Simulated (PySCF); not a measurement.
Correlation energy of Hg(2+) (mercury, charge +2)

Starting occupation: [Xe] 4f14 5d9 6p1, 5d3/2 with m_j = -3/2, -1/2, +1/2, +3/2, 5d5/2 with m_j = -3/2, -1/2, +1/2, +3/2, +5/2, 6p3/2 with m_j = +3/2. Computed with PySCF 2.14 in x2c-TZVPall-2c (11s11p10d2f, 108 functions), with X2C-1e with screened-nucleus spin-orbit coupling, Gaussian nucleus. Frozen: [Kr] 4d10 4f14; 18 electrons correlated; the 34 highest virtual spinors left out.

MP2 pair energies summed by pair of shells (mhartree):

```csv
pair,energy,share (%)
5d3/2-5d5/2,-88.35,25.8
5d5/2-5d5/2,-50.10,14.6
5d5/2-5p3/2,-36.98,10.8
5d3/2-5d3/2,-31.07,9.1
5d3/2-5p3/2,-28.30,8.3
5d5/2-6p3/2,-14.61,4.3
5p3/2-5p3/2,-12.44,3.6
5d5/2-5p1/2,-12.13,3.5
5d3/2-6p3/2,-11.40,3.3
5p1/2-5p3/2,-10.84,3.2
5d3/2-5p1/2,-9.64,2.8
5d5/2-5s1/2,-8.49,2.5
5p3/2-5s1/2,-8.47,2.5
5d3/2-5s1/2,-6.91,2.0
5p1/2-5s1/2,-3.96,1.2
5p3/2-6p3/2,-3.17,0.9
5p1/2-5p1/2,-2.60,0.8
5s1/2-5s1/2,-2.31,0.7
5p1/2-6p3/2,-0.69,0.2
5s1/2-6p3/2,-0.24,0.1
```

Total MP2 correlation energy: -342.71 mhartree.

This basis was not built for core-valence correlation, so the inner-shell part is incomplete.
